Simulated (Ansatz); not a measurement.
`CC(=O)[SiH3]`, charge 0, multiplicity 1.

Task: Give a relaxed structure at PBE0-D4/def2-TZVP (Ansatz). (Best estimate.)

Result: The calculation gave: 
Z-matrix (Å, degrees):
```
C
C 1 1.501
H 1 1.095 2 109.6
H 1 1.090 2 110.7 3 121.8
H 1 1.095 2 109.6 3 -116.4
O 2 1.209 1 122.3 3 -121.8
Si 2 1.938 1 120.8 3 58.3
H 7 1.484 2 107.5 1 -121.2
H 7 1.484 2 107.5 1 120.2
H 7 1.488 2 112.3 1 -0.5
```
Point group Cs.
This is one stationary point; other conformers may exist.
